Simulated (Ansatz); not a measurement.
C2H5BO can be A, `CC1BO1`, or B, `BC1CO1`.

Gas-phase electronic energies from Ansatz, PBE0-D4/def2-TZVP geometries. CBS: MP2 limit from def2 TZ/QZ plus the TZ coupled-cluster correction, frozen cores. Functionals use def2-TZVPP.

(1) Which isomer does CCSD(T)/CBS put lower? Give the gap. (Estimate.)

(2) Give E(B) − E(A) in kcal/mol with PBE0-D4, CCSD(T)/def2-SVP, BLYP-D4, CCSD(T)/def2-TZVPP, MP2/def2-TZVPP, PBE-D4, r2SCAN-D4. (An estimate is asked.)

(3) Does the order hold for the free energy at 298.15 K (harmonic terms from PBE0-D4)? (Best estimate.)

Largest T1 diagnostic: 0.015.

Results:

(1) The calculation gave: A, by 40.6 kcal/mol.

(2) The calculation gave: PBE0-D4 39.4, CCSD(T)/def2-SVP 43.2, BLYP-D4 40.3, CCSD(T)/def2-TZVPP 40.1, MP2/def2-TZVPP 40.8, PBE-D4 39.8, r2SCAN-D4 40.3. None reverses the order clearly.

(3) Computed: Yes: G(B) − G(A) = +39.3 kcal/mol.

In def2-TZVPP, CCSD(T) changes the Hartree–Fock value by +3.1 kcal/mol (the triples alone add +0.4 kcal/mol) and MP2 by +3.8 kcal/mol. At CCSD(T), def2-SVP lies +2.6 kcal/mol from the extrapolated value and def2-TZVPP −0.6 kcal/mol.
